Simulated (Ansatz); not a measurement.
A made-up structure of CH5Sn (charge +1), closed shell:

| atom | x (Å) | y (Å) | z (Å) |
| --- | --- | --- | --- |
| C1 | 0.7084 | 0.6534 | 0.5203 |
| Sn2 | -0.6476 | -0.5808 | -0.4953 |
| H3 | -0.9368 | -1.9300 | 0.4978 |
| H4 | -2.1071 | 0.2553 | -0.7419 |
| H5 | 0.0371 | -1.0996 | -1.9622 |
| H6 | 0.3799 | 1.4014 | 1.1957 |
| H7 | 1.7559 | 0.5496 | 0.3951 |

It is relaxed with PBE-D4/def2-SVP and then PBE0-D4/def2-TZVP (Ansatz 0.2.0). Atoms count as bonded within 1.22 times the sum of their covalent radii (H–H: 0.88 Å). The end point is not checked to be a true minimum.

Question: Does its bonding change? (Judge from chemistry; the calculation decides.)

Answer: The calculation gives: Yes. Formed: C1–H3; broken: Sn2–H3.

Where it ends: The first stage lowers the energy by 3.30 eV in 17 steps. It ends as CH₅Sn ([CH3][SnH2]), total charge +1:
| atom | x (Å) | y (Å) | z (Å) |
| --- | --- | --- | --- |
| C1 | 0.4601 | 0.0871 | 0.7114 |
| Sn2 | -0.7370 | -0.2958 | -0.9660 |
| H3 | 0.3260 | -0.7528 | 1.4012 |
| H4 | -2.3463 | 0.2233 | -1.0455 |
| H5 | -0.1494 | -1.1599 | -2.2977 |
| H6 | 0.1305 | 1.0057 | 1.1955 |
| H7 | 1.5059 | 0.1416 | 0.4108 |

Labels in which every atom is bracketed show which atoms are joined, not bond orders.

For scale, one of the runs: PBE0-D4/def2-TZVP relaxation, 111 basis functions, launched by `ansatz run in.yaml --threads 2 --pin off --events-out ev --progress --plain --max-ram 4352MiB`. The run took about 7.5 s on 2 CPU threads of an Arm Neoverse V2 (shared host).
